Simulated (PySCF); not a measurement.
An unknown gives this computed stick spectrum. Computed with PySCF 2.14.0, density-fitted response routines, TDDFT CAM-B3LYP/def2-SVPD, vertical, gas phase, core orbitals frozen in the response. Geometries: GFN2-xTB, one conformer each.

```csv
state,E (eV),f,"main configurations (H = HOMO, L = LUMO)"
S1,5.83,0.023,H→L (88%)
S2,5.97,0.0023,"H-1→L (29%), H-1→L+1 (27%)"
S3,6.32,0.0041,"H-2→L (23%), H-2→L+2 (16%), H-1→L+1 (13%)"
S4,6.44,0.0000,"H-2→L+3 (23%), H-2→L+2 (21%), H-2→L+1 (13%)"
S5,6.71,0.0017,"H-3→L (64%), H-1→L (13%), H-2→L (10%)"
S6,7.18,0.010,"H-4→L (34%), H→L+1 (21%), H→L+2 (11%)"
S7,7.30,0.039,"H-4→L (49%), H→L+1 (15%)"
S8,7.45,0.016,"H→L+4 (22%), H→L+1 (19%), H-5→L (14%)"
```

Question: Which structure fits?
A. `O=C(F)[C@H]1[C@H](F)C1`
B. `C=C(F)/C(F)=C\OC`
C. `C#C[SiH2]O[SiH2][SiH2]F`

Answer: C. Its S1 lies at 5.83 eV; the nearest of the others has S1 at 6.13 eV. S1 is HOMO→LUMO (88%). Löwdin shares by element: HOMO silicon 40% or more, oxygen 20%, fluorine 7% (atoms not listed hold the other 33%); LUMO silicon 53%, oxygen 7% (atoms not listed hold the other 40%). At the same level the other candidates give, for their lowest levels:
- `O=C(F)[C@@H]1C[C@H]1F`: 6.13 eV (f 0.000); 7.51 eV (f 0.113); 7.91 eV (f 0.155); 8.53 eV (f 0.001); 8.93 eV (f 0.030); T1 5.60 eV; HOMO -10.57, LUMO 0.26 eV
- `C=C(F)/C(F)=C\OC`: 5.24 eV (f 0.702); 6.04 eV (f 0.005); 6.41 eV (f 0.000); 6.89 eV (f 0.033); 6.92 eV (f 0.045); T1 2.92 eV; HOMO -7.60, LUMO 0.07 eV

Conformer computed: `[CH:1]#[C:2][SiH2:3][O:4][SiH2:5][SiH2:6][F:7]`: C2–Si3–O4–Si5 -20°, Si3–O4–Si5–Si6 -32°, O4–Si5–Si6–F7 -168°.
Triplets come from the Tamm–Dancoff approximation.
